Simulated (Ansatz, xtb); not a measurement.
# Relaxing a trial structure of BH6SbSi2

The starting geometry of this gas-phase singlet was built from a drawn formula by distance geometry and a force field; its bonds are those of `[BH2][SbH][SiH]=[SiH2]`.

```xyz
10

B     0.9064    3.0660   -1.9583
Sb    2.1018    2.9527   -0.0104
Si    2.4647    0.4723   -0.2974
Si    0.9975   -0.7024   -1.1079
H    -0.1973    2.7958   -1.9478
H     1.5317    3.1018   -2.9725
H     0.6249    2.6702    0.8998
H     3.7017   -0.0979    0.1672
H     1.2032   -2.1301   -1.1525
H    -0.2996   -0.0838   -1.4952
```

Problem. Predict what it relaxes into with r2SCAN-D4/def2-SVP.

Solution. A new bond forms, giving a structure given below by its coordinates. Distances that change by over a tenth: Si3–Si4 (2.05 → 2.26 Å). Contacts that close: B1–Si4 (3.86 → 2.05 Å).

The energy falls by 2.00 eV over 16 steps:

```tsv
step	E − E(last) (eV)
1	2.002
3	1.540
4	1.459
6	1.151
8	0.670
9	0.347
11	0.023
13	0.003
14	0.000
16	0.000
```

Final geometry (Å):

```xyz
10

B     1.3753    1.8334   -1.7195
Sb    1.8122    3.2142    0.1544
Si    2.3553    0.7739    0.0623
Si    0.7500   -0.0743   -1.2894
H     0.2105    2.2058   -1.7661
H     2.1033    2.0381   -2.6577
H     0.2668    2.8590    0.8248
H     3.6899    0.6106   -0.6073
H     1.0976   -1.2463   -2.1448
H    -0.6259   -0.1700   -0.7319
```

From the same start GFN2-xTB reaches the same bonding as this run.

No frequencies were run, so the end isn't proven a minimum. Atoms past krypton carry core potentials, without spin–orbit terms. Run with Ansatz 0.2.0, 28 s on 2 threads of Intel(R) Xeon(R) 6975P-C (Granite Rapids), with other jobs on the host.
